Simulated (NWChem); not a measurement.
System: SnS, singlet; SMILES [S]=[Sn]

Results from NWChem. Medium grid unless said otherwise, to which SCAN and Minnesota functionals are sensitive. Low-valent species are run as closed-shell singlets; no triplet was tried in these runs. The geometry was optimised at PBE0/def2-SVP. def2 effective core potentials on Sn; no spin-orbit coupling. Total energies of different functionals are on different scales.

```tsv
level	energy (Ha)	highest occupied level (eV)	orbital gap (eV)	dipole (D)
B3LYP/def2-SVP	-612.4959	-6.98	4.43	2.94
PBE/def2-SVP	-612.2375	-6.24	3.21	2.76
SCAN/def2-SVP	-612.4964	-6.54	3.46	2.99
LDA (Slater exchange, PW92)/def2-SVP	-610.7016	-6.41	3.19	2.57
MPW1K/def2-SVP	-612.5023	-7.99	6.03	3.47
TPSS/def2-SVP	-612.3437	-6.33	3.32	2.95
Hartree-Fock/def2-SVP	-610.7909	…	…	…
r2SCAN/def2-SVP	-612.4592	-6.53	3.52	3.02
```

Question: Complete the blanks.

Answer: 
- Hartree-Fock/def2-SVP, highest occupied level (eV): -9.38
- Hartree-Fock/def2-SVP, orbital gap (eV): 9.67
- Hartree-Fock/def2-SVP, dipole (D): 3.91
